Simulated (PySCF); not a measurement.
C3H2Cl4.
Cartesian coordinates in Å at the PBE0-D3(BJ)/def2-SVP level; atoms count from 1:
```xyz
9
C3H2Cl4 angstrom
Cl     1.8611    1.8809    0.6876
C      1.6997    0.2432    0.2269
C      0.5469   -0.3932    0.0062
C     -0.8383    0.1759    0.1104
Cl    -1.1747    0.7472    1.7680
Cl    -1.0624    1.5348   -1.0254
Cl    -2.0165   -1.0990   -0.2969
H      2.6511   -0.2821    0.1181
H      0.5990   -1.4449   -0.2827
```

Method: TDDFT PBE0/def2-SVPD, vertical, gas phase, core orbitals frozen in the response (PySCF).

| state | E (eV) | λ (nm) | f | symmetry | main configurations (H = HOMO, L = LUMO) |
| --- | --- | --- | --- | --- | --- |
| S1 | 5.69 | 217.8 | 0.158 | A′ | H→L (83%), H-1→L (10%) |
| S2 | 5.84 | 212.4 | 0.0001 | – | H-2→L (77%), H→L+1 (18%) |
| S3 | 5.90 | 210.2 | 0.0002 | – | H→L+1 (77%), H-2→L (18%) |
| S4 | 5.93 | 209.1 | 0.071 | A′ | H-1→L (87%), H→L (10%) |
| S5 | 6.28 | 197.5 | 0.0002 | – | H-1→L+1 (92%) |
| S6 | 6.35 | 195.4 | 0.016 | A′ | H-3→L (93%) |

The lowest singlet comes at 218 nm (549 kJ/mol) in the ultraviolet; it is strong; its leading configuration is HOMO→LUMO (83%). The lowest level is also the most intense of those listed (f = 0.158). Löwdin shares by element: HOMO carbon 53% or more, chlorine 35% or more; LUMO carbon 62%, chlorine 10% or more (atoms not listed hold the other 28%). Of the 6 states listed, 3 reach f = 0.01 and 3 stay under 0.0005. Weighted by f, the mean energy of these states is 5.80 eV. The oscillator strengths of these states sum to 0.245; summed over the whole spectrum of an exact calculation they would give the number of electrons, 88 (Thomas–Reiche–Kuhn). Symmetry labels in Cs follow from the direction of the transition dipole and are given only for states with f of 0.002 or more. Only the lowest 6 singlets were computed, as vertical energies without vibronic structure.
